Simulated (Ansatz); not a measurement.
In₄Sb₅H₁₆⁺, a cluster cut from zinc blende InSb (hydrogen-capped). The state is a triplet with charge 1. Geometry r2SCAN-D4/def2-SVP, that of the charge +1 singlet; atoms count from 1.

```xyz
25

Sb   -2.1576    0.4757    2.2041
Sb   -1.7332   -2.2295   -1.3218
Sb   -0.8612    2.0403   -1.6690
Sb    1.9227    1.7784    1.6938
Sb    2.3489   -0.9254   -1.8326
In   -2.8474    0.2817   -0.5559
In    0.4085    0.1210    3.5865
In    0.9540   -3.3539   -0.9495
In    1.9611    1.8180   -1.1575
H    -3.3197   -0.5123    2.9519
H    -2.8583    1.9545    2.6629
H    -2.8739   -3.3421   -0.7327
H    -2.1861   -2.3576   -2.9549
H    -1.3316    3.6394   -1.3468
H    -1.0901    2.0982   -3.3502
H     1.7329    3.4201    2.0899
H     3.5722    1.6885    2.0905
H     2.4187   -0.8879   -3.5303
H     4.0168   -1.1385   -1.5901
H    -4.4591    0.6352   -1.0243
H     0.2850    1.0656    5.0045
H     0.8644   -1.4726    3.1596
H     1.1478   -4.4655   -2.2320
H     1.1596   -3.3286    0.7492
H     2.9257    2.9974   -1.9451
```

In the def2 sets In, Sb take a core potential; there is no spin–orbit coupling. Single mean-field runs in def2-TZVP are fitted with def2-universal-jkfit. At PBE0-D4/def2-TZVP a singlet of charge 1 lies 4.17 eV below the triplet at the same geometry.

Problem. Estimate the Mulliken populations from the PBE0/def2-TZVP orbitals of Ansatz.

Solution. 
```csv
atom,charge (e),spin (α − β)
Sb1,-0.12,-0.01
Sb2,-0.11,0.00
Sb3,-0.14,0.03
Sb4,0.11,0.80
Sb5,-0.12,0.09
In6,0.31,0.01
In7,0.17,0.29
In8,0.26,0.02
In9,0.19,0.44
H10,0.06,0.01
H11,0.06,0.00
H12,0.06,0.00
H13,0.06,0.00
H14,0.06,0.00
H15,0.07,0.02
H16,0.07,-0.02
H17,0.08,-0.03
H18,0.06,0.02
H19,0.06,-0.01
H20,-0.02,0.00
H21,0.00,0.11
H22,-0.03,0.02
H23,-0.02,0.01
H24,-0.05,0.00
H25,-0.04,0.22
```
Mulliken values depend strongly on the basis.

Problem. Where does the spin sit?

Solution. Summed by element: Sb 0.90, In 0.76, H 0.34, of 2 unpaired in all. Largest on single atoms: Sb4 0.80, In9 0.44, In7 0.29.

Problem. And the Mayer bond orders between heavy atoms (over 0.3)?

Solution. Sb1–In6 0.71 (2.85 Å); Sb1–In7 0.60 (2.94 Å); Sb2–In6 0.73 (2.85 Å); Sb2–In8 0.57 (2.94 Å); Sb3–In6 0.68 (2.88 Å); Sb3–In9 0.63 (2.88 Å); Sb4–In7 0.50 (2.94 Å); Sb4–In9 0.36 (2.85 Å); Sb5–In8 0.58 (2.94 Å); Sb5–In9 0.68 (2.85 Å).
